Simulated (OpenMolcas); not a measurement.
V3+ among 3 point charges of -3 e arranged as a planar triangle (D3h), 1.85 Å from the ion. The active orbitals were held to one l.

* Program: OpenMolcas 26.06
* Method: CASSCF
* Basis: ANO-RCC-VTZP [6s5p3d2f1g]
* Scalar Hamiltonian: DKH2, point nucleus
* Active space: 2 electrons in 5 orbitals (3d)
* State averaging: 2S+1 = 3 even, 10 roots; 2S+1 = 1 even, 15 roots
* Spin-orbit coupling: RASSI with atomic mean-field integrals over the reference wave functions

Task: What is the spin-free ground state (labels of D3, the rotations of D3h)?

Result: 3A2, 1-fold in its orbital part, 90 % from free-ion F terms; it has the highest spin that d2 allows.

Task: Where is the first state of the same spin?

Result: 3E at 2800 cm-1 above the ground state.

Task: What are the lowest two levels with spin-orbit coupling?

Result: A 1-fold level A1, then a 2-fold level E 18.7 cm-1 above it. Their leading multiplicities are 3 (100 %) and 3 (100 %).

Task: What is χT at 300 K, and how does it compare with the textbook value?

Result: The lowest level has 2S+1 = 3, for which the spin-only value is χT = S(S+1) / 2 = 1.000 cm3 K/mol (g = 2). The computed 0.953 at 300 K differs by -0.047, through orbital momentum, spin-orbit coupling and any other state in reach.

Without dynamic correlation the repulsion within the d shell is too large (B by tens of per cent), so at a given field states of lower spin stand too high. This is an electrostatic model: the charges have no orbitals. An unlabelled pair can be two single states that coincide in this model. No measured value stands beside these numbers.
